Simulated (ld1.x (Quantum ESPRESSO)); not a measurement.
The numbers below are computed, except where a source is named.
**Potentials for S (Z = 16) compared**

Generated with ld1.x 7.5 (TM, RRKJ, ultrasoft, PAW), atompaw 4.2 or ONCVPSP 4.0.1. The cutoff is in Ry: for ld1.x and atompaw files where the sum of valence levels is converged to 10 mRy in a Bessel basis, for ONCV files where the hardest occupied wave has 1 mHa per electron of residual kinetic energy. The error is the largest all-electron minus pseudo excitation energy over each file’s own four to seven test configurations (ionisations up to +4, promotions, holes and added fractions of an electron), all of which were solved. The labels leave out finer settings (local radius, basis sizes, second energies), which also bear on the numbers. Spin-polarised tests are not counted. The rows are a selection from randomly drawn settings: files with unsolved tests, undetermined cutoffs or missed reference levels are left out.

A true bound ghost makes a file unfit for plane-wave use even where its test errors are small: the radial tests pick states by their node count and pass the ghost by.

| potential | cutoff (Ry) | largest error (meV) | bound ghosts |
| --- | --- | --- | --- |
| PAW, PBE, scalar-relativistic, rc 1.40/1.55/1.60 (spd), local smoothed, core correction yes, reference 3s2 3p4 | 18 | -100 | none |
| TM, BLYP, scalar-relativistic, rc 1.35/1.08/1.20 (spd), local s, core correction no, reference 3s2 3p3.5 | 100 | +294 | none |
| TM, LDA (PZ), non-relativistic, rc 1.35/1.15 (sp), local p, core correction no, reference 3s2 3p3.75 | 80 | +323 | none |
| ultrasoft, LDA (PZ), scalar-relativistic, rc 1.25/1.20 (sp), local smoothed, core correction yes, reference 3s1.75 3p4.25 | 25 | +91 | p, s |
| TM, PW91, scalar-relativistic, rc 1.30/1.40/1.30 (spd), local s, core correction no, reference 3s2 3p3 | 45 | +50 | none |

Problem. Fill in the row for S: TM semilocal, LDA (PZ), scalar-relativistic, rc 1.00/1.00 (sp), local p, core correction no, reference 3s2 3p1.

Solution. cutoff 140 Ry, largest error +206 meV, bound ghosts: none.

Problem. Fill in the row for S: TM, revPBE, scalar-relativistic, rc 1.40/1.60/1.30 (spd), local smoothed, core correction yes, reference 3s2 3p2.

Solution. cutoff 40 Ry, largest error +112 meV, bound ghosts: none.
